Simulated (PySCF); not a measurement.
C2H7BSn.
Bonds: B1–Sn2, Sn2–C3, C3–C4 (double). Hydrogens: H5, H6 on B1; H7, H8 on Sn2; H9 on C3; H10, H11 on C4.

A GFN2-xTB structure was refined with PBE0-D3(BJ)/def2-SVP geometry optimisation, gas phase, def2 core potentials past Kr in PySCF 2.14.0. Its GFN2-xTB values:

```tsv
coordinate	GFN2-xTB
B1–Sn2	2.223 Å
B1–H5	1.144 Å
Sn2–C3	2.162 Å
Sn2–H7	1.668 Å
C3=C4	1.275 Å
C3–H9	1.107 Å
C4–H10	1.119 Å
C4–H11	1.063 Å
B1–Sn2–C3	113.9°
Sn2–C3–H9	114.7°
C3–Sn2–H8	105.6°
C3–C4–H11	125.5°
C4–C3–H9	121.3°
H5–B1–H6	122.0°
H7–Sn2–H8	102.3°
H10–C4–H11	113.5°
B1–Sn2–C3–C4	-110°
```

How do these coordinates change at the PBE0-D3(BJ)/def2-SVP level?

| coordinate | PBE0-D3(BJ)/def2-SVP (Å or °) | change |
| --- | --- | --- |
| B1–H5 | 1.208 | +0.064 |
| C3=C4 | 1.336 | +0.061 |
| Sn2–H7 | 1.718 | +0.050 |
| C4–H11 | 1.096 | +0.033 |
| B1–Sn2 | 2.253 | +0.030 |
| C4–H10 | 1.097 | -0.022 |
| Sn2–C3 | 2.149 | -0.013 |
| C3–H9 | 1.097 | -0.010 |
| H7–Sn2–H8 | 108.7 | +6.4 |
| B1–Sn2–C3 | 108.9 | -5.0 |
| H5–B1–H6 | 117.9 | -4.1 |
| Sn2–C3–H9 | 117.9 | +3.2 |
| C3–C4–H11 | 122.4 | -3.1 |
| H10–C4–H11 | 115.9 | +2.4 |
| C4–C3–H9 | 119.0 | -2.3 |
| C3–Sn2–H8 | 107.8 | +2.2 |
| B1–Sn2–C3–C4 | -113 | -3 |

The energy falls by 30.3 kJ/mol over 8 energy and gradient evaluations, the largest force component goes from 0.0769 to 3.3e-04 Eh/bohr, and the atoms move by 0.067 Å rms after alignment. The bond that changes most is B1–H5 (three-coordinate boron to B–H hydrogen), which lengthens by 0.064 Å. Bonds longer at the end by more than 0.005 Å: 7 of 10; shorter: 3. Rotational constants go from 8727, 2360, 2066 to 7892, 2392, 2051 MHz.

The run used 103 basis functions and 53 SCF cycles in all. Time: 60 s; peak memory 0.43 GiB. Hardware: Intel Xeon Platinum 8259CL at 2.50 GHz, one thread, shared host with 96 logical CPUs at a one-minute load of 54.

No frequency check. One conformer, not necessarily the lowest.

The values belong to the conformer `[BH2:1][SnH2:2][CH:3]=[CH2:4]`: B1–Sn2–C3–C4 -113°.
